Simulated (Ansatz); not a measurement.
# Which isomer of H8OSi3 gives these data?

These gas-phase data were calculated for one isomer of H8OSi3 at r2SCAN-D4/def2-SVP (harmonic, unscaled wavenumbers; equilibrium rotational constants with average atomic masses):

* rotational constants: 4.587, 1.86, 1.41 GHz
* all wavenumbers above 1500 cm⁻¹: 3870, 2234, 2220, 2209, 2205, 2197, 2184, 2178

Candidates:

(1) `O[SiH2][SiH2][SiH3]`, a singlet
(2) `[SiH3]O[SiH2][SiH3]`, a singlet

**Question.** Assign the data to one candidate and say why.

**Answer.** Candidate (1). The band at 3870 cm⁻¹ lies where the O–H stretch is expected; (2) has no mode between 3300 and 4000 cm⁻¹.

The same quantities for all candidates:

```
     rotational constants (GHz)                     wavenumbers above 1500 cm⁻¹  E above the lowest, r2SCAN-D4/def2-SVP (kcal/mol)
(1)           4.587, 1.86, 1.41  3870, 2234, 2220, 2209, 2205, 2197, 2184, 2178                                               19.2
(2)         5.389, 1.628, 1.312  2251, 2230, 2225, 2219, 2216, 2210, 2206, 2200                                                0.0
```

Each candidate is one conformer. Programs: Ansatz 0.2.0.
